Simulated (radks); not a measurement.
Task: The mean radii <r> (bohr) of the occupied orbitals of an atom or ion are listed with their occupations. Calculated with a radial shooting solver on a logarithmic mesh with Libxc functionals: non-relativistic Kohn-Sham, PBE, spin-polarised, spherical densities, point nucleus.

| orbital | occ. | <r> |
|---|---|---|
| 1s up | 1 | 0.08155 |
| 1s down | 1 | 0.08155 |
| 2s up | 1 | 0.3900 |
| 2s down | 1 | 0.3900 |
| 2p up | 3 | 0.3514 |
| 2p down | 3 | 0.3514 |
| 3s up | 1 | 1.276 |
| 3s down | 1 | 1.274 |
| 3p up | 3 | 1.438 |
| 3p down | 3 | 1.433 |
| 4s up | 1 | 4.947 |

Name the element and its charge. Open shells, if any, are filled with parallel spins first.

Result: Z = 19, potassium, charge 0: K in [Ar] 4s1. The 1s radius gives Z: for a bare nucleus <r> = 1.5/Z, 0.07895 bohr for Z = 19, and screening makes it slightly larger (0.08155 here). The occupations add up to 19, and the charge is Z minus that.
